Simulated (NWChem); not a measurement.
System: AsH2, doublet; SMILES [AsH2]

Excerpt of the output:

```
             Northwest Computational Chemistry Package (NWChem) 7.3.0
             --------------------------------------------------------

 C2V symmetry detected

                             Geometry "geometry" -> ""
                             -------------------------

 Output coordinates in angstroms (scale by  1.889725989 to convert to a.u.)

  No.       Tag          Charge          X              Y              Z
 ---- ---------------- ---------- -------------- -------------- --------------
    1 As                  33.0000     0.00000000     0.00000000     0.06140546
    2 H                    1.0000     0.00000000    -1.05249758    -1.01319007
    3 H                    1.0000     0.00000000     1.05249758    -1.01319007

 Effective nuclear repulsion energy (a.u.)      23.4707467832

      Symmetry information
      --------------------

 Group name             C2v
 Group number             16
 Group order               4
 No. of unique centers     2

                                Z-matrix (autoz)
                                --------

 Units are Angstrom for bonds and degrees for angles

      Type          Name      I     J     K     L     M      Value
      ----------- --------  ----- ----- ----- ----- ----- ----------
    1 Stretch                  1     2                       1.50416
    2 Stretch                  1     3                       1.50416
    3 Bend                     2     1     3                88.80957

                           NWChem Geometry Optimization
                           ----------------------------

 maximum gradient threshold         (gmax) =   0.000450
 rms gradient threshold             (grms) =   0.000300
 maximum cartesian step threshold   (xmax) =   0.001800
 rms cartesian step threshold       (xrms) =   0.001200
 fixed trust radius                (trust) =   0.300000
 source of zmatrix                         =   autoz

          -------------------
          Energy Minimization
          -------------------

 Using diagonal initial Hessian
 Scaling for Hessian diagonals: bonds = 1.00  angles = 0.25  torsions = 0.10

          --------
          Step   0

                                 NWChem DFT Module
                                 -----------------

 Summary of "ao basis" -> "ao basis" (spherical)
 ------------------------------------------------------------------------------
       Tag                 Description            Shells   Functions and Types
 ---------------- ------------------------------  ------  ---------------------
 As                          6-31g*                 12       32   5s4p3d
 H                           6-31g*                  2        2   2s

      Symmetry analysis of basis
      --------------------------

        a1         17
        a2          3
        b1          7
        b2          9

            General Information
            -------------------
          SCF calculation type: DFT
          Wavefunction type:  spin polarized.
          No. of atoms     :     3
          No. of electrons :    35
           Alpha electrons :    18
            Beta electrons :    17
          Charge           :     0
          Spin multiplicity:     2
          Use of symmetry is: on ; symmetry adaption is: on
          Maximum number of iterations: 150
          AO basis - number of functions:    36
                     number of shells:    16
          Convergence on energy requested:  1.00D-06
          Convergence on density requested:  1.00D-05
          Convergence on gradient requested:  5.00D-04

              XC Information
              --------------
                         B3LYP Method XC Potential
                     Hartree-Fock (Exact) Exchange  0.200
                        Slater Exchange Functional  0.800 local
                    Becke 1988 Exchange Functional  0.720 non-local
              Lee-Yang-Parr Correlation Functional  0.810
                  VWN I RPA Correlation Functional  0.190 local

             Grid Information
             ----------------
          Grid used for XC integration:  medium
          Radial quadrature: Mura-Knowles
          Angular quadrature: Lebedev.
          Tag              B.-S. Rad. Rad. Pts. Rad. Cut. Ang. Pts.
          ---              ---------- --------- --------- ---------
          As                  1.15      112           7.0       590
          H                   0.35       45           7.0       434
          Grid pruning is: on
          Number of quadrature shells:   157
          Spatial weights used:  Erf1

      Superposition of Atomic Density Guess
      -------------------------------------

 Sum of atomic energies:       -2234.84191275

      Non-variational initial energy
      ------------------------------

 Total energy =   -2234.902275
 1-e energy   =   -3160.798662
 2-e energy   =     902.425640
 HOMO         =      -0.180699
 LUMO         =       0.093210

   Symmetry analysis of molecular orbitals - initial alpha
   -------------------------------------------------------

  Numbering of irreducible representations:

     1 a1          2 a2          3 b1          4 b2

  Orbital symmetries:

     1 a1          2 a1          3 a1          4 b2          5 b1
     6 a1          7 a1          8 b2          9 b1         10 b2
    11 a1         12 a1         13 b1         14 a2         15 a1
    16 b2         17 a1         18 b1         19 b2         20 a1
    21 a1         22 b2         23 a1         24 b1         25 a1
    26 b1         27 a2         28 b2

   Symmetry analysis of molecular orbitals - initial beta
   ------------------------------------------------------

  Numbering of irreducible representations:

     1 a1          2 a2          3 b1          4 b2

  Orbital symmetries:

     1 a1          2 a1          3 a1          4 b2          5 b1
     6 a1          7 a1          8 b2          9 b1         10 b2
    11 a1         12 a1         13 b1         14 a2         15 a1
    16 b2         17 a1         18 b1         19 b2         20 a1
    21 a1         22 b2         23 a1         24 b1         25 a1
    26 b1         27 a2         28 b2

   convergence    iter        energy       DeltaE   RMS-Dens  Diis-err
 ---------------- ----- ----------------- --------- --------- ---------
 d= 0,ls=0.0,diis     1  -2236.7716989655 -2.26D+03  6.98D-03  2.89D-02
                                                     5.13D-03  2.40D-02
 d= 0,ls=0.0,diis     2  -2236.7858955482 -1.42D-02  1.37D-03  4.21D-03
                                                     1.44D-03  4.39D-03
 d= 0,ls=0.0,diis     3  -2236.7874020335 -1.51D-03  3.28D-04  3.10D-04
                                                     3.92D-04  2.75D-04
 d= 0,ls=0.0,diis     4  -2236.7874699626 -6.79D-05  1.97D-04  4.02D-05
                                                     1.29D-04  3.43D-05
 d= 0,ls=0.0,diis     5  -2236.7874842382 -1.43D-05  3.41D-05  5.38D-07
                                                     3.02D-05  6.51D-07
 d= 0,ls=0.0,diis     6  -2236.7874848596 -6.21D-07  8.40D-06  5.57D-08
                                                     2.12D-05  1.43D-07
 d= 0,ls=0.0,diis     7  -2236.7874849939 -1.34D-07  8.09D-06  1.81D-08
                                                     2.94D-06  2.14D-09

         Total DFT energy =    -2236.787484993900
      One electron energy =    -3161.232304161587
           Coulomb energy =      984.769191010227
    Exchange-Corr. energy =      -83.795118625723
 Nuclear repulsion energy =       23.470746783184

 Numeric. integr. density =       35.000017199222

                  Occupations of the irreducible representations
                  ----------------------------------------------

                     irrep           alpha         beta
                     --------     --------     --------
                     a1                9.0          9.0
                     a2                1.0          1.0
                     b1                4.0          3.0
                     b2                4.0          4.0

                    DFT Final Alpha Molecular Orbital Analysis
                    ------------------------------------------

 Vector   16  Occ=1.000000D+00  E=-3.702353D-01  Symmetry=b2
              MO Center= -2.7D-16,  6.4D-15, -5.7D-01, r^2= 1.9D+00
   Bfn.  Coefficient  Atom+Function         Bfn.  Coefficient  Atom+Function
  ----- ------------  ---------------      ----- ------------  ---------------
    12      0.507672  1 As py                34     -0.234282  2 H  s
    36      0.234282  3 H  s                 33     -0.230012  2 H  s
    35      0.230012  3 H  s                  8     -0.220184  1 As py
    16      0.103808  1 As py                29     -0.083511  1 As d -1
     4      0.066549  1 As py                19      0.060311  1 As d -1

 Vector   17  Occ=1.000000D+00  E=-3.094085D-01  Symmetry=a1
              MO Center=  3.8D-15, -1.2D-15,  7.4D-02, r^2= 2.1D+00
   Bfn.  Coefficient  Atom+Function         Bfn.  Coefficient  Atom+Function
  ----- ------------  ---------------      ----- ------------  ---------------
    13      0.543187  1 As pz                10     -0.401385  1 As s
     9     -0.233325  1 As pz                14      0.226139  1 As s
    34     -0.198111  2 H  s                 36     -0.198111  3 H  s
    17      0.173179  1 As pz                 6      0.165303  1 As s
    33     -0.163995  2 H  s                 35     -0.163995  3 H  s

 Vector   18  Occ=1.000000D+00  E=-2.369476D-01  Symmetry=b1
              MO Center= -1.1D-12, -1.0D-15,  3.2D-02, r^2= 2.1D+00
   Bfn.  Coefficient  Atom+Function         Bfn.  Coefficient  Atom+Function
  ----- ------------  ---------------      ----- ------------  ---------------
    11      0.737335  1 As px                15      0.382725  1 As px
     7     -0.295972  1 As px                 3      0.088787  1 As px
    31      0.030144  1 As d  1

 Vector   19  Occ=0.000000D+00  E= 2.246705D-02  Symmetry=b2
              MO Center= -5.0D-16,  1.7D-16,  1.7D-02, r^2= 3.4D+00
   Bfn.  Coefficient  Atom+Function         Bfn.  Coefficient  Atom+Function
  ----- ------------  ---------------      ----- ------------  ---------------
    16      0.915392  1 As py                34      0.826316  2 H  s
    36     -0.826316  3 H  s                 12      0.500186  1 As py
     8     -0.177702  1 As py                33      0.170273  2 H  s
    35     -0.170273  3 H  s                 29      0.093189  1 As d -1
    19     -0.087541  1 As d -1               4      0.052781  1 As py

 Vector   20  Occ=0.000000D+00  E= 7.670252D-02  Symmetry=a1
              MO Center=  3.5D-14, -2.0D-14, -1.1D-01, r^2= 3.5D+00
   Bfn.  Coefficient  Atom+Function         Bfn.  Coefficient  Atom+Function
  ----- ------------  ---------------      ----- ------------  ---------------
    34      0.989371  2 H  s                 36      0.989371  3 H  s
    10      0.922033  1 As s                 17      0.892080  1 As pz
    13      0.483510  1 As pz                14     -0.275168  1 As s
     6     -0.179550  1 As s                  9     -0.153752  1 As pz
    33      0.131925  2 H  s                 35      0.131925  3 H  s

 Vector   21  Occ=0.000000D+00  E= 1.599223D-01  Symmetry=a1
              MO Center=  1.0D-12,  2.0D-15, -6.8D-01, r^2= 4.1D+00
   Bfn.  Coefficient  Atom+Function         Bfn.  Coefficient  Atom+Function
  ----- ------------  ---------------      ----- ------------  ---------------
    14      2.534284  1 As s                 10      1.324599  1 As s
    17     -1.305067  1 As pz                34     -0.897032  2 H  s
    36     -0.897032  3 H  s                 13      0.254800  1 As pz
    32      0.121117  1 As d  2              33     -0.089228  2 H  s
    35     -0.089228  3 H  s                  2      0.076221  1 As s

                     DFT Final Beta Molecular Orbital Analysis
                     -----------------------------------------

 Vector   15  Occ=1.000000D+00  E=-6.085420D-01  Symmetry=a1
              MO Center= -1.7D-17,  9.1D-16, -3.6D-01, r^2= 1.3D+00
   Bfn.  Coefficient  Atom+Function         Bfn.  Coefficient  Atom+Function
  ----- ------------  ---------------      ----- ------------  ---------------
    10      0.739587  1 As s                  6     -0.356944  1 As s
    33     -0.146411  2 H  s                 35     -0.146411  3 H  s
    13      0.139275  1 As pz                14     -0.123978  1 As s
     2      0.110281  1 As s                 34     -0.080804  2 H  s
    36     -0.080804  3 H  s                  9     -0.062957  1 As pz

[...]

      ----------------------
      Optimization converged
      ----------------------

  Step       Energy      Delta E   Gmax     Grms     Xrms     Xmax
  ---- ---------------- -------- -------- -------- -------- --------
@    3   -2236.78838963 -1.2D-07  0.00002  0.00001  0.00052  0.00108
                                     ok       ok       ok       ok

                                Z-matrix (autoz)
                                --------

 Units are Angstrom for bonds and degrees for angles

      Type          Name      I     J     K     L     M      Value     Gradient
      ----------- --------  ----- ----- ----- ----- ----- ---------- ----------
    1 Stretch                  1     2                       1.53889    0.00002
    2 Stretch                  1     3                       1.53889    0.00002
    3 Bend                     2     1     3                90.42243    0.00001

                         Geometry "geometry" -> "geometry"
                         ---------------------------------

 Output coordinates in angstroms (scale by  1.889725989 to convert to a.u.)

  No.       Tag          Charge          X              Y              Z
 ---- ---------------- ---------- -------------- -------------- --------------
    1 As                  33.0000     0.00000000     0.00000000     0.06777101
    2 H                    1.0000     0.00000000    -1.09216661    -1.01637285
    3 H                    1.0000     0.00000000     1.09216661    -1.01637285

 Effective nuclear repulsion energy (a.u.)      22.9375795019

      Symmetry information
      --------------------

 Group name             C2v
 Group number             16
 Group order               4
 No. of unique centers     2

                Final and change from initial internal coordinates
                --------------------------------------------------

                                Z-matrix (autoz)
                                --------

 Units are Angstrom for bonds and degrees for angles

      Type          Name      I     J     K     L     M      Value       Change
      ----------- --------  ----- ----- ----- ----- ----- ---------- ----------
    1 Stretch                  1     2                       1.53889    0.03473
    2 Stretch                  1     3                       1.53889    0.03473
    3 Bend                     2     1     3                90.42243    1.61285

 ==============================================================================
                                internuclear distances
 ------------------------------------------------------------------------------
       center one      |      center two      | atomic units |  angstroms
 ------------------------------------------------------------------------------
    2 H                |   1 As               |     2.90809  |     1.53889
    3 H                |   1 As               |     2.90809  |     1.53889
 ------------------------------------------------------------------------------
                         number of included internuclear distances:          2
 ==============================================================================
```

Level: B3LYP/6-31G* (spherical d), spin-unrestricted. In the optimisation the excess spin sits in b1 (C2v, its own frame). No stability test was run on the SCF state.

Question: Reconstruct the input file.

Answer: This is not unique; one that fits is the input that was run:
```
start job
memory heap 200 mb stack 900 mb global 1100 mb
geometry units angstroms
  As     0.000367     0.028138     0.000941
  H     -1.066017    -1.032332    -0.026177
  H      1.038733    -1.059199    -0.043790
end
basis spherical
  * library 6-31g*
end
dft
  odft
  mult 2
  xc b3lyp
  iterations 150
end
driver
  maxiter 150
end
task dft optimize
```
